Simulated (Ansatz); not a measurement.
Species: C2H4F2, charge 0, singlet. C2H4F2 (1,1-difluoroethane, SMILES CC(F)F).
B3LYP-D3(BJ)/def2-TZVP minimum from Ansatz (a quantum-chemistry and plane-wave program):
```
C
F 1 1.3715
F 1 1.3715 2 106.89
H 1 1.0925 2 107.35 3 -114.92
C 1 1.5016 4 114.35 3 -122.69
H 5 1.0898 1 109.82 4 -59.96
H 5 1.0898 6 109.06 1 -120.38
H 5 1.0899 6 109.33 7 -119.49
```
Charge 0, spin multiplicity 1.

Total energies in cc-pVDZ, 26 correlated electrons, 4 frozen orbitals. Radicals and triplets start from unrestricted determinants; spin-orbit coupling is neglected. Correlated methods leave the cores frozen. No relativity.

```json
[
 {"method": "HF", "program": "Ansatz", "energy (Eh)": "-276.96056", "minus CCSDT(Q) (mEh)": "700.93"},
 {"method": "MP2", "program": "Ansatz", "energy (Eh)": "-277.61357", "minus CCSDT(Q) (mEh)": "47.91"},
 {"method": "CCSD", "program": "Ansatz", "energy (Eh)": "-277.64482", "minus CCSDT(Q) (mEh)": "16.67"},
 {"method": "CCSD(T)", "program": "Ansatz", "energy (Eh)": "-277.65948", "minus CCSDT(Q) (mEh)": "2.00"},
 {"method": "CCSDT(Q)", "program": "Ansatz", "energy (Eh)": "-277.66149", "minus CCSDT(Q) (mEh)": "0.00"}
]
```

Rough core times of Ansatz's runs on a shared machine: CCSD(T) under 20 s, CCSDT(Q) 20 min.
